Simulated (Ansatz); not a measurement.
Species: C₃H₈O₂, charge 0, singlet. C3H8O2 (dimethoxymethane, SMILES C(OC)OC).
B3LYP-D3(BJ)/def2-TZVP minimum from Ansatz (a first-principles code):
```
C
O 1 1.3808
H 1 1.0964 2 106.78
H 1 1.1056 3 109.54 2 -120.44
O 1 1.4123 3 110.39 4 -119.97
C 5 1.4110 1 112.56 3 66.01
H 6 1.0882 5 107.26 1 179.44
H 6 1.0977 7 108.89 5 -120.91
H 6 1.0979 7 109.01 8 -118.15
C 2 1.4211 1 113.97 3 -172.46
H 10 1.0880 2 106.73 1 174.03
H 10 1.0915 11 109.66 2 -120.70
H 10 1.0969 11 109.25 12 -119.55
```

Total energies in cc-pVDZ, 32 correlated electrons, 5 frozen orbitals. Open shells are spin-unrestricted; no spin-orbit coupling. Correlated methods leave the cores frozen. No relativity.

```json
[
 {"method": "HF", "program": "Ansatz", "energy (Eh)": "-267.96908", "minus CCSDT(Q) (mEh)": "876.56"},
 {"method": "MP2", "program": "Ansatz", "energy (Eh)": "-268.76688", "minus CCSDT(Q) (mEh)": "78.77"},
 {"method": "CCSD", "program": "Ansatz", "energy (Eh)": "-268.82041", "minus CCSDT(Q) (mEh)": "25.23"},
 {"method": "CCSD(T)", "program": "Ansatz", "energy (Eh)": "-268.84293", "minus CCSDT(Q) (mEh)": "2.71"},
 {"method": "CCSDT(Q)", "program": "Ansatz", "energy (Eh)": "-268.84564", "minus CCSDT(Q) (mEh)": "0.00"}
]
```

Rough core times of Ansatz's runs on a shared machine: CCSD(T) under 20 s, CCSDT(Q) 4 h.
